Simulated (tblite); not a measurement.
Species: C6H10FO (doublet state).
Numbering: `[F:1][C@H:2]1[CH2:3][CH:4][CH2:5][CH2:6][O:7][CH2:8]1` (hydrogens: H9 on C2; H10, H11 on C3; H12 on C4; H13, H14 on C5; H15, H16 on C6; H17, H18 on C8)

Structure optimised with GFN2-xTB, isolated species. This method treats the open shell by occupation alone, without spin polarisation.

**Question.** List the bond lengths, angles and torsions at this level.

**Answer.** 
```csv
bond,length (Å),order
F1–C2,1.386,single
C2–C3,1.526,single
C3–C4,1.481,single
C4–C5,1.476,single
C5–C6,1.553,single
C6–O7,1.406,single
O7–C8,1.404,single
C2–C8,1.537,single
C2–H9,1.097,single
C3–H10,1.098,single
C3–H11,1.101,single
C4–H12,1.076,single
C5–H13,1.096,single
C5–H14,1.090,single
C6–H15,1.100,single
C6–H16,1.092,single
C8–H17,1.094,single
C8–H18,1.100,single
```

Orders are formal, as drawn. A selection of angles:
```csv
angle,degrees
F1–C2–C3,107.9
F1–C2–C8,108.1
F1–C2–H9,105.8
C3–C2–C8,113.9
C3–C2–H9,111.8
C8–C2–H9,109.1
C2–C3–C4,113.8
C2–C3–H10,108.0
C2–C3–H11,108.3
C4–C3–H10,110.1
C4–C3–H11,110.7
H10–C3–H11,105.6
C3–C4–C5,123.4
C3–C4–H12,117.2
C5–C4–H12,119.2
C4–C5–C6,113.2
C4–C5–H13,111.4
C4–C5–H14,109.7
C6–C5–H13,106.3
C6–C5–H14,107.7
H13–C5–H14,108.4
C5–C6–O7,113.8
C5–C6–H15,109.3
C5–C6–H16,109.3
O7–C6–H15,110.4
O7–C6–H16,104.7
H15–C6–H16,109.1
C6–O7–C8,115.0
O7–C8–H17,105.7
O7–C8–H18,110.9
C2–C8–O7,113.1
C2–C8–H17,108.1
C2–C8–H18,110.0
H17–C8–H18,108.9
```

Dihedral angles: F1–C2–C3–C4 177° (antiperiplanar); C2–C3–C4–C5 11° (synperiplanar); C3–C4–C5–C6 -68° (synclinal); C4–C5–C6–O7 77° (synclinal); C5–C6–O7–C8 -68° (synclinal); C6–O7–C8–C2 75° (synclinal); F1–C2–C8–O7 152° (antiperiplanar).

The 7-membered ring C2–C3–C4–C5–C6–O7–C8 has internal angles of 113.1° to 123.4°; it is puckered, 0.30 Å rms from its mean plane, widest ring torsion 88°. Of the pairs four or more bonds apart, H15···H18 is among the closest relative to their van der Waals radii: 2.35 Å, 98 % of the sum of Bondi's values. The 5 C–C bonds span 1.476 Å (C4–C5, drawn single) to 1.553 Å (C5–C6, drawn single), a spread of 0.077 Å. C4 (carbon bonded to 2 C and H) is planar (angles 123.4°, 119.2° and 117.2°, sum 359.9°, 0.03 Å off the plane of its three neighbours).

Point group: C1 (no symmetry element, even within 0.4 Å). Its GFN2-xTB frequencies are all real (lowest 60 cm⁻¹). 3 starts were optimised and ended at 0.00, 1.61 and 1.61 kcal/mol (GFN2-xTB); the lowest of these is shown.

One conformer stands for the species.

All values are computed, not measured.
